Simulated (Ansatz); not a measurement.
Basis-set extrapolation for C2H5FMg (`C[CH2][Mg][F]`) (PBE0-D4/def2-TZVP geometry, frozen core, the Gaussian-basis code of Ansatz). Multiplicity 1, RHF reference. For Mg the program correlates outer-core shells too, which these sets cover unevenly, so the extrapolated numbers aren't a true limit.

```json
{"": "HF", "def2-TZVPP": "-377.817710", "def2-QZVPP": "-377.836135"}
{"": "MP2 correlation", "def2-TZVPP": "-0.816025", "def2-QZVPP": "-0.904484"}
{"": "CCSD(T) correlation", "def2-TZVPP": "-0.870120", "def2-QZVPP": "not run"}
```

Energies in hartree. Use E(X) = E(∞) + A·exp(−7.88·√X) for Hartree–Fock and E(X) = E(∞) + B·X^(−2.97) for correlation, with X = 3 and 4, and add CCSD(T) minus MP2 of the smaller set to the MP2 limit.

Task: What is the CCSD(T) energy at the basis-set limit?

Result: HF limit: -377.836135 + (-0.018425) × 0.13774 = -377.83867. MP2 limit: -0.904484 + (-0.088459) × 0.74074 = -0.97001. Higher-order term: -0.870120 − (-0.816025) = -0.05410. Total: -378.86278 hartree, 459.3 kJ/mol below CCSD(T)/def2-TZVPP.
